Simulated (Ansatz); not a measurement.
`FB[Si](Cl)(Cl)Cl` and `CN[Si](Cl)(Cl)Cl` differ in one atom or group.

Ansatz, PBE0-D4/def2-TZVP geometries, multiplicity 1. Each molecule was computed in one conformer, which needn't be the lowest.

```tsv
property	`FB[Si](Cl)(Cl)Cl`
HOMO energy (PBE/def2-TZVPP) / eV	-7.24
ideal-gas entropy at 298 K and 1 bar (rigid rotor, harmonic PBE0-D4/def2-TZVP) / J/(mol·K)	393
HOMO energy (PBE0/def2-TZVPP) / eV	-8.58
HOMO energy (ωB97M-V/def2-TZVPP) / eV	-10.69
LUMO energy (PBE/def2-TZVPP) / eV	-3.34
HOMO–LUMO gap (PBE0/def2-TZVPP) / eV	6.18
```

(1) Give the same properties after the change, and the shifts. (An estimate is asked.)

Results:

(1) The calculation gave: 
```csv
property,`CN[Si](Cl)(Cl)Cl`,shift
HOMO energy (PBE/def2-TZVPP) / eV,-6.22,1.02
"ideal-gas entropy at 298 K and 1 bar (rigid rotor, harmonic PBE0-D4/def2-TZVP) / J/(mol·K)",396,3
HOMO energy (PBE0/def2-TZVPP) / eV,-7.64,0.94
HOMO energy (ωB97M-V/def2-TZVPP) / eV,-9.96,0.73
LUMO energy (PBE/def2-TZVPP) / eV,-0.72,2.62
HOMO–LUMO gap (PBE0/def2-TZVPP) / eV,7.95,1.77
```

With PBE0 the HOMO rises by 0.94 eV and the LUMO rises by 2.70 eV, so the gap widens by about 1.76 eV. PBE moves the HOMO by 1.02 eV and ωB97M-V by 0.73 eV. The zero-point energy changes by 103.2 kJ/mol with +9 modes. Modes under 60 cm⁻¹, often nearly free rotors, make the harmonic entropy too high.
